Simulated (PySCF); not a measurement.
C3H7BFN, SMILES C/C=C/B(F)N.

The structure is a stationary point at ωB97X-D3(BJ)/def2-SVP. The geometry has at least one imaginary mode, so it is a saddle point at that level. The structure was generated by enumeration; whether it is a known compound was not checked. The values are those of a single conformer.

Method: PBE/def2-TZVP run with PySCF.

| Property | Value |
|---|---|
| total energy | -297.82903 hartree |
| point group | Cs |
| highest occupied level | -6.13 eV |
| lowest empty level | -1.52 eV |
| orbital gap | 4.61 eV |
| dipole moment | 2.53 D |
| quadrupole, principal values (traceless, Buckingham form, about the centre of nuclear charge) | -4.83, -4.02, 8.85 D·Å |
| mean static polarisability | 61.9 bohr³ (9.17 Å³) |
| polarisability, principal values | 42.4, 60.4, 82.9 bohr³ |
